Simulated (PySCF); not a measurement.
# What a mistake does to a calculation on AlCGeH5Si

All numbers below are calculated, not measured. They come from PySCF 2.14.0, an open-source quantum chemistry program, on an isolated molecule that a program drew, which may never have been made. The molecule is AlCGeH5Si (charge 0, singlet), drawn as the SMILES string `[Al][CH]=[GeH][SiH3]`.

Each row is a Hartree-Fock (HF) and frozen-core CCSD(T) single point in the cc-pV(D+d)Z basis, meant for a local HF minimum. Run 1 is clean. Each other run has one planted mistake out of seven kinds, and not every kind appears here: one electron removed, one electron added, multiplicity raised by two, geometry at a saddle point, minimal basis STO-3G, one bond length entered in bohr, all coordinates scaled. The reference is restricted for singlets and unrestricted otherwise, and also for a bond in bohr. Adding or removing an electron swaps singlet and doublet. Electrons count all cores. HOMO and LUMO are orbital energies over both spins, the gradient is its largest component, and the lowest frequency (negative if imaginary) is given only where the gradient is small. Bond lengths are over the 8 bonds as drawn. T1 is the CCSD diagnostic: over 0.02 (restricted) or 0.045 (unrestricted) a single reference is doubtful. Germanium has the cc-pVDZ-PP basis, with a core potential (ECP10MDF) in place of its 10 inner electrons, and its 3s, 3p and 3d shells are frozen in CCSD(T).

Geometry of the clean run:
```xyz
9
AlCGeH5Si, angstrom
Al   -2.6848   -1.3249    2.6040
C    -3.1586   -1.2674    0.6997
Ge   -2.0863   -0.6929   -0.6098
Si    0.1471    0.1232   -0.2973
H    -4.1370   -1.5967    0.3386
H    -2.5446   -0.6850   -2.0735
H     0.2340    1.5180   -0.7850
H     0.4914    0.0720    1.1401
H     1.0903   -0.7161   -1.0697
```

```
run  electrons  basis functions  <S^2>  HOMO (eV)  LUMO (eV)  gradient (hartree/bohr)  lowest frequency (cm^-1)  mean bond (Å)  longest bond (Å)      T1  HF (hartree)  CCSD(T) (hartree)                          mistake
  1         70              108  0.000      -7.53       0.87                  2.0e-05                        79         1.6520             2.398  0.0155    -864.94081         -865.39490                         no fault
  2         70              108  2.347      -6.01       0.38                  1.8e-02                         -         1.6520             2.398  0.0503    -864.89148         -865.31608       multiplicity raised by two
  3         70              108  1.493      -5.93       0.65                  3.8e-02                         -         1.8703             3.710  0.0719    -864.84965         -865.26977  one bond length entered in bohr
  4         70              108  0.000      -7.64       0.67                  4.8e-02                         -         1.8006             2.614  0.0175    -864.88718         -865.35779           all coordinates scaled
  5         69              108  0.805     -13.05      -5.44                  2.9e-02                         -         1.6520             2.398  0.0223    -864.70436         -865.12239                                ?
```

**Which mistake was planted in run 5, and what did it cost?**

It counts 69 electrons, one fewer than the clean run, at the same geometry and basis. So the mistake is: one electron removed. Subtracting run 1 and multiplying by 627.51 kcal/mol a hartree, the energy moved by 148.4 kcal/mol in HF and 171.0 kcal/mol in CCSD(T).

Cautions from the logs. Run 2: T1 is over the limit, so its CCSD(T) energy is less reliable; run 3: T1 is over the limit, so its CCSD(T) energy is less reliable.
